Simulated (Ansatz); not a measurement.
`FC(F)(F)c1ccc(-c2ccc(-c3ccc(-c4ccc(-c5ccc(-c6ccc(C(F)(F)F)o6)o5)o4)o3)o2)o1`, relaxed as a singlet with RKS r2SCAN-D4/def2-SVP in Ansatz, starting from the GFN2-xTB geometry. Force threshold 0.03 eV/Å.

Single mean-field runs in def2-SVP are fitted with def2-universal-jkfit.

Start:

Cartesian coordinates in Å:
```
F -4.0994 11.2260 1.9754
C -3.6338 10.1681 2.6514
F -4.5781 9.8340 3.5475
F -2.5790 10.5958 3.3661
C -3.2909 9.0477 1.7318
C -3.3744 8.9395 0.3715
C -2.9100 7.6469 0.0596
C -2.5747 7.0578 1.2585
C -2.0514 5.7607 1.5647
C -1.7259 5.1974 2.7791
C -1.2579 3.9051 2.5002
C -1.3260 3.7569 1.1305
C -0.9820 2.6523 0.2912
C -1.0541 2.5109 -1.0784
C -0.5893 1.2198 -1.3661
C -0.2606 0.6475 -0.1553
C 0.2623 -0.6465 0.1530
C 0.5921 -1.2175 1.3642
C 1.0574 -2.5085 1.0777
C 0.9852 -2.6508 -0.2917
C 1.3300 -3.7556 -1.1301
C 1.2598 -3.9058 -2.4995
C 1.7257 -5.1990 -2.7773
C 2.0531 -5.7606 -1.5627
C 2.5741 -7.0584 -1.2561
C 2.9113 -7.6482 -0.0580
C 3.3743 -8.9408 -0.3718
C 3.2871 -9.0486 -1.7321
C 3.6275 -10.1687 -2.6526
F 4.0843 -11.2304 -1.9769
F 4.5769 -9.8374 -3.5445
F 2.5731 -10.5912 -3.3708
O 2.8024 -7.9110 -2.2755
O 1.8128 -4.8832 -0.5608
O 0.5014 -1.5185 -0.8538
O -0.4998 1.5188 0.8522
O -1.8082 4.8851 0.5618
O -2.8070 7.9104 2.2770
H -3.7224 9.6918 -0.3058
H -2.8310 7.2033 -0.9104
H -1.8197 5.6693 3.7352
H -0.9136 3.1710 3.1983
H -1.3991 3.2511 -1.7699
H -0.5012 0.7569 -2.3267
H 0.5034 -0.7540 2.3244
H 1.4043 -3.2479 1.7692
H 0.9149 -3.1723 -3.1979
H 1.8174 -5.6723 -3.7331
H 2.8343 -7.2047 0.9123
H 3.7243 -9.6924 0.3051
```

```csv
step,energy (eV),largest force component (eV/Å),SCF passes
1,-55669.6243,0.865,20
2,-55669.8317,0.425,22
3,-55669.8666,0.079,21
4,-55669.8676,0.060,22
5,-55669.8679,0.010,15
```

Force components are those of the run's own axes.

End:

```xyz
50

F    -4.0897   11.1940    1.9472
C    -3.6260   10.1446    2.6414
F    -4.5658    9.7851    3.5334
F    -2.5577   10.5509    3.3498
C    -3.2895    9.0386    1.7086
C    -3.3683    8.9172    0.3466
C    -2.8969    7.6085    0.0423
C    -2.5647    7.0296    1.2521
C    -2.0428    5.7491    1.6131
C    -1.7120    5.1737    2.8247
C    -1.2410    3.8689    2.5311
C    -1.3139    3.7291    1.1565
C    -0.9883    2.6617    0.2687
C    -1.0601    2.5185   -1.1054
C    -0.5893    1.2137   -1.3963
C    -0.2583    0.6389   -0.1819
C     0.2619   -0.6375    0.1818
C     0.5933   -1.2121    1.3962
C     1.0638   -2.5170    1.1053
C     0.9913   -2.6606   -0.2686
C     1.3159   -3.7284   -1.1563
C     1.2419   -3.8686   -2.5308
C     1.7119   -5.1737   -2.8243
C     2.0433   -5.7489   -1.6128
C     2.5643   -7.0298   -1.2519
C     2.8965   -7.6091   -0.0423
C     3.3661   -8.9184   -0.3468
C     3.2861   -9.0399   -1.7086
C     3.6214  -10.1460   -2.6417
F     4.0796  -11.1977   -1.9474
F     4.5650   -9.7890   -3.5307
F     2.5536  -10.5476   -3.3534
O     2.8019   -7.9024   -2.2692
O     1.8034   -4.8718   -0.5967
O     0.5037   -1.5178   -0.8314
O    -0.5006    1.5189    0.8314
O    -1.8015    4.8725    0.5968
O    -2.8041    7.9018    2.2694
H    -3.7224    9.6782   -0.3459
H    -2.8078    7.1398   -0.9352
H    -1.8041    5.6493    3.7990
H    -0.8883    3.1122    3.2285
H    -1.4125    3.2738   -1.8045
H    -0.4971    0.7371   -2.3699
H     0.5017   -0.7352    2.3697
H     1.4164   -3.2723    1.8045
H     0.8889   -3.1120   -3.2282
H     1.8028   -5.6498   -3.7986
H     2.8086   -7.1402    0.9352
H     3.7196   -9.6798    0.3456
```

By distances, no bond broke or formed. The bond that changes most is C7–H40, from 1.07 to 1.09 Å (atoms count from 1).

No frequencies were taken in this run, so the end may be a saddle point.

Run time 45 s (2 threads of AMD EPYC 7R13 on a shared host and a share (18 GiB) of an NVIDIA H100 80GB HBM3), peak host memory 1.1 GiB.
